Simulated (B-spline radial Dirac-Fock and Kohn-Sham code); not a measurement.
The free neon atom: differential elastic cross section for electrons at 5 keV

Level of theory: relativistic (Dirac) partial waves in the static field of the Dirac-Fock atom with Furness-McCarthy exchange, without polarisation or absorption potentials; an atomic code on a B-spline grid.

Input of the calculation (task.json; shells as n, l, electrons):

```json
{"items": [{
  "Z": 10,
  "q": 0,
  "cfg": [[1, 0, 2], [2, 0, 2], [2, 1, 6]],
  "A": 20,
  "rrms": 3.0055,
  "do": "elastic",
  "energies": [[5000, 0]],
  "theta": [0, 1, 2, 3, 5, 7, 10, 15, 20, 25, 30, 40, 50, 60, 70, 80, 90, 100, 110, 120, 130, 140, 150, 160, 170, 180]
}]}
```

Command: `python xray2_run.py task.json out`

```
θ (°)  dσ/dΩ (Å²/sr)  Sherman function
    0           2.56             0.000
    1           2.48             0.000
    2           2.25             0.000
    3           1.93             0.000
    5           1.26             0.000
    7          0.754             0.000
   10          0.336             0.000
   15         0.0996             0.000
   20         0.0374             0.000
   25         0.0171             0.000
   30        0.00902             0.000
   40        0.00330            -0.001
   50        0.00153            -0.002
   60       0.000827            -0.003
   70       0.000498            -0.004
   80       0.000326            -0.006
   90       0.000227            -0.007
  100       0.000168            -0.008
  110       0.000130            -0.008
  120       0.000105            -0.008
  130       8.81e-05            -0.008
  140       7.66e-05            -0.007
  150       6.88e-05            -0.005
  160       6.38e-05            -0.004
  170       6.10e-05            -0.002
  180       6.01e-05             0.000
```

Q: What integrated cross sections go with this distribution?

A: The total elastic cross section is 0.138 Å², the first transport cross section 0.00565 Å² and the second, weighted with (3/2) sin²θ, 0.0129 Å². The mean deflection is ⟨1 − cos θ⟩ = 0.0408, and 0.53 % of the collisions scatter beyond 90°.
